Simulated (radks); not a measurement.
Sn4-, configuration [Xe]. All-electron calculation, scalar-relativistic Kohn-Sham, LDA (Slater exchange, Perdew-Wang correlation), spin-unpolarised, spherical densities, point nucleus; Watson sphere of charge +4 and radius 5.5 bohr. Program: a radial shooting solver on a logarithmic mesh with Libxc functionals.

Normalised radial functions P(r) = r R(r), r in bohr:

```
   r/bohr * 3p, o 5s, + 5p (the largest magnitude, 1.88, reaches the edge; | marks zero, & curves that meet)
 0.002528                             &o
 0.002943                             &o
 0.003426                             &o
 0.003988                             &o
 0.004643                             &o
 0.005449                             +&
 0.006343                             +&
 0.007384                             +&
 0.008597                             +&
  0.01001                             +o*
  0.01165                             +o*
  0.01356                             +o *
  0.01592                             +o  *
  0.01853                             +o   *
  0.02157                             +o    *
  0.02511                             +o     *
  0.02924                             |&       *
  0.03403                             o+        *
  0.03962                             o+          *
   0.0465                            o|+            *
  0.05413                            o|+             *
  0.06301                           o |+             *
  0.07336                           o |+             *
   0.0854                           o |+            *
  0.09942                           o |+         *
   0.1157                            o+     *
   0.1358                             &
   0.1581                      *     +|o
   0.1841               *            +| o
   0.2143         *                  +|  o
   0.2495    *                      + |  o
   0.2904  *                         +|  o
   0.3381   *                        +| o
   0.3968      *                      &
   0.4619           *               o |+
   0.5377                *        o   | +
    0.626                     *  o    | +
   0.7288                         &   | +
   0.8484                          o* | +
   0.9877                            *o+
    1.159                            +*  o
    1.349                           + *     o
    1.571                          +  *       o
    1.829                        +    *         o
    2.129                       +     *         o
    2.478                       +     *        o
    2.885                       +     *       o
    3.386                       +     *     o
    3.942                       +     *    o
    4.589                       +     *   o
    5.342                       +     * o
    6.219                        +    *o
     7.24                         +   *o
    8.428                           + &
    9.891                            +&
    11.51                            +&
     13.4                             &
    15.61                             &
```

3p: eigenvalue -695.54 eV, 1 radial node at r = 0.135 bohr, <r> = 0.338 bohr, 90 % of the charge inside 0.508 bohr. 5s: eigenvalue -8.633 eV, 4 radial nodes at r = 0.0363, 0.144, 0.390, 0.985 bohr, <r> = 2.61 bohr, 90 % of the charge inside 4.06 bohr. 5p: eigenvalue -3.361 eV, 3 radial nodes at r = 0.128, 0.395, 1.09 bohr, <r> = 4.52 bohr, 90 % of the charge inside 7.07 bohr.
